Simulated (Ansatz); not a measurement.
K₂I⁺, relaxed as a triplet with UKS r2SCAN-D4/def2-TZVP in Ansatz, starting from the r2SCAN-D4/def2-TZVP geometry of the charge +1 singlet. Force threshold 0.02 eV/Å.

In the def2 sets I takes a core potential; there is no spin–orbit coupling. The relaxation made no stability test and no search for a lower SCF solution. At r2SCAN-D4/def2-TZVP a singlet of charge 1 lies 4.56 eV below the triplet, each at its own geometry. The structure comes from a short search, and lower isomers may exist.

Start:

```xyz
3

K     1.6846   -1.6510    2.1954
K    -1.6852    1.6500   -2.1958
I     0.0006    0.0011    0.0004
```

**Question.** Estimate the energy that the relaxation releases and the steps that it takes.

**Answer.** 47.8 kJ/mol, in 8 steps; 22 s on 4 threads of Arm Neoverse V2 on a shared host. The force fell under the threshold at step 7, but the optimiser went on. No frequencies were taken in this run, so the end may be a saddle point.

**Question.** Does the start keep its bonding and symmetry?

**Answer.** By distances, no bond broke or formed. The bond that changes most is K1–I3, from 3.22 to 4.30 Å (atoms count from 1). Point group D∞h at the start, D∞h at the end, both within 0.05 Å.

**Question.** Predict the relaxed structure.

**Answer.** 
```xyz
3

K     2.249   -2.204    2.931
K    -2.249    2.203   -2.931
I     0.000    0.001    0.000
```
Bond lengths (bridged metal pairs left out): .
